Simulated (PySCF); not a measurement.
**Nuclear quadrupole coupling in `COCCOC(=O)[C@H](C)O`**

Compound: C6H12O4.
Geometry (GFN2-xTB, Å), atoms numbered from 1 in this order:
```
atom  x, y, z in Å
C1     3.137    0.431    1.177
O2     2.455    0.757   -0.010
C3     2.035   -0.339   -0.775
C4     0.887   -1.147   -0.149
O5    -0.245   -0.322    0.119
C6    -1.021   -0.014   -0.911
O7    -0.869   -0.412   -2.040
C8    -2.193    0.875   -0.517
C9    -3.156    0.063    0.362
O10   -2.822    1.351   -1.674
H11    3.534    1.368    1.563
H12    2.472   -0.010    1.927
H13    3.964   -0.262    0.979
H14    1.695    0.083   -1.724
H15    2.871   -1.031   -0.965
H16    1.172   -1.568    0.816
H17    0.604   -1.946   -0.841
H18   -1.815    1.734    0.049
H19   -2.649   -0.263    1.266
H20   -3.518   -0.804   -0.185
H21   -4.005    0.687    0.626
H22   -2.541    0.786   -2.411
```

Field gradients from the PBE0/pcSseg-1 density (PySCF, non-relativistic), principal values in atomic units, ordered |Vxx| ≤ |Vyy| ≤ |Vzz|:

```tsv
atom	Vxx	Vyy	Vzz
O2	-0.0481	-1.9970	2.0452
O5	-0.5477	-1.1445	1.6922
O7	0.6538	0.8380	-1.4918
O10	0.0644	1.8930	-1.9574
```

Task: Find the asymmetry η = (Vxx − Vyy)/Vzz and the couplings χ = eQV/h (234.96 MHz × Q in barn × V in au), with Q(17O) = −0.0256 b.

Result: 
```
atom                 environment  nucleus     η  χzz (MHz)  χxx (MHz)  χyy (MHz)
  O2                ether oxygen      17O  0.95     -12.30       0.29      12.01
  O5  ester single-bonded oxygen      17O  0.35     -10.18       3.29       6.88
  O7       ester carbonyl oxygen      17O  0.12       8.97      -3.93      -5.04
 O10              alcohol oxygen      17O  0.93      11.77      -0.39     -11.39
```

At O2 and O10 η is above 0.9: Vyy and Vzz are nearly equal in size and opposite in sign, so a small change could swap them and flip the sign of χzz. 

Task: What is Vzz at O10 in SI units (1 au = 9.71736 × 10²¹ V/m²)?

Result: -1.9574 au = -19.021 × 10²¹ V/m².

Task: And the gradient at the other heavy atoms, for which no coupling is worked out here?

Result: 
| atom | environment | Vzz (au) | η |
| --- | --- | --- | --- |
| C1 | methoxy carbon | 0.371 | 0.12 |
| C3 | sp3 carbon bound to oxygen | 0.336 | 0.43 |
| C4 | sp3 carbon bound to oxygen | 0.484 | 0.10 |
| C6 | ester carbonyl carbon | 0.435 | 0.95 |
| C8 | carbinol carbon (C–OH) | 0.283 | 0.42 |
| C9 | methyl carbon | 0.096 | 0.14 |

Task: What couplings would deuterons (Q(2H) = 0.00286 b) have in place of the hydrogens, at this geometry?

Result: 
```csv
atom,bonded to,bond length (Å),Vzz (au),η,χzz (kHz)
H11,C1,1.088,0.3066,0.06,206
H12,C1,1.095,0.2937,0.07,197
H13,C1,1.097,0.2903,0.08,195
H14,C3,1.093,0.2899,0.04,195
H15,C3,1.101,0.2814,0.07,189
H16,C4,1.091,0.2974,0.07,200
H17,C4,1.095,0.2864,0.10,192
H18,C8,1.097,0.2851,0.03,192
H19,C9,1.086,0.3150,0.02,212
H20,C9,1.088,0.3122,0.03,210
H21,C9,1.086,0.3165,0.03,213
H22,O10,0.971,0.4244,0.16,285
```

Geometry: GFN2-xTB, one conformer, isolated molecule. GFN2-xTB bond lengths can be off by several hundredths of an ångström, more for odd bonds, and the gradients follow them. These gradients aren't converged with respect to the basis.

The run behind these numbers computed NMR shieldings as well. Time: 44 s; peak memory 1.1 GiB. Hardware: an Arm Neoverse V2 with one thread, shared host with 32 logical CPUs at a one-minute load of 19.
